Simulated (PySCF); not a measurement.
## Polarisability and C₆ of Nb⁺ (niobium, charge +1)

[Kr] 4d4, high-spin 5D determinant. Calculation: PySCF 2.14, in aug-cc-pwCVTZ-DK (11s10p8d4f3g, 136 functions); the spin-free X2C one-electron Hamiltonian (Gaussian nucleus). Coupled (time-dependent) response in atomic units; α is the mean over directions.

| method | mean α (bohr³) | α xx, yy, zz | C₆ (like pair) | S(−4) |
| --- | --- | --- | --- | --- |
| UHF | 23.35 | 20.51, 20.51, 29.05 | 149.2 | 403.7 |

S(−4) is the Cauchy moment in α(ω) = α(0) + S(−4) ω² + …

Spin-orbit coupling is absent.

α(iu) at UHF:

| u (hartree) | α(iu) (bohr³) |
| --- | --- |
| 0 | 23.35 |
| 0.0500 | 22.41 |
| 0.100 | 20.23 |
| 0.200 | 15.70 |
| 0.300 | 12.51 |
| 0.500 | 8.711 |
| 0.750 | 6.108 |
| 1.00 | 4.558 |
| 1.50 | 2.823 |
| 2.00 | 1.910 |
| 3.00 | 1.033 |
| 5.00 | 0.4446 |

A single London oscillator, α(iu) = α/(1 + u²/ω²), gives C₆ = (3/4) ω α². Matching the computed C₆ needs ω = 4 × 149.2 / (3 × 23.35²) = 0.365 hartree.

For an ion, C₆ is the dispersion term alone; charge-induced terms of lower order in 1/R come first.

The components differ because the open shell of this determinant is not spherical; for a pure term their mean is the scalar polarisability.
